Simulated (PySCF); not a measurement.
# Zr+: ionisation energy

Zr+ [Kr] 4d2 5s1 [4d3/2^2 5s1/2^1, M_J = 3/2] → Zr(2+) [Kr] 4d2 [4d3/2^2, M_J = 2], as a difference of total energies. Computed with PySCF 2.14 in x2c-SVPall-2c (6s8p6d1f, 67 functions), with the two-component X2C-1e Hamiltonian. Correlated levels: [Ar] 3d10 frozen; the 6 highest virtual spinors dropped. "Screened" scales the spin-orbit matrix elements by Boettger's factors to mimic the two-electron term; Breit and QED terms are absent.

```csv
method,ionisation energy (eV)
GHF (spin-free),12.284
GMP2 (spin-free),12.871
GHF (screened spin-orbit),12.272
GMP2 (screened spin-orbit),12.859
```

Problem. How much does correlation contribute at GMP2 (screened spin-orbit)?

Solution. 12.859 − (12.272) = 0.587 eV, measured against GHF (screened spin-orbit).

The spin-free rows relax to the high-spin LS determinant and lack the spin-orbit shift.

Errors of the correlated levels include the incompleteness of this basis and the frozen core.

The labels give the starting determinants; with spin-orbit coupling the two ends relaxed to ⟨J²⟩ = 6.41, ⟨L²⟩ = 11.98, ⟨S²⟩ = 3.74 and ⟨J²⟩ = 7.43, ⟨L²⟩ = 11.95, ⟨S²⟩ = 1.99.

The determinant of Zr+ and of Zr(2+) mixes levels of different J (the jj label is only the starting occupation), so the difference between spin-free and spin-orbit rows is not the physical spin-orbit shift.

For comparison: 13.13 eV (measured; NIST Atomic Spectra Database, ionization energies).
